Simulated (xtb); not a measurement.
WH6, SMILES [WH6], multiplicity 1. All values are semi-empirical tight-binding results from xtb (GFN2-xTB unless named), good for trends rather than for accurate numbers. Geometry: GFN2-xTB. The spin state was assumed, not searched.

For metal compounds this method's bond lengths and energies can be far off.

```json
{
  "point_group_as_xtb_finds_it": "Oh",
  "orbital_gap": "4.36 eV",
  "zero_point_energy": "23.1 kcal/mol",
  "G − E(el) at 298.15 K (modified RRHO)": "9.1 kcal/mol"
}
```
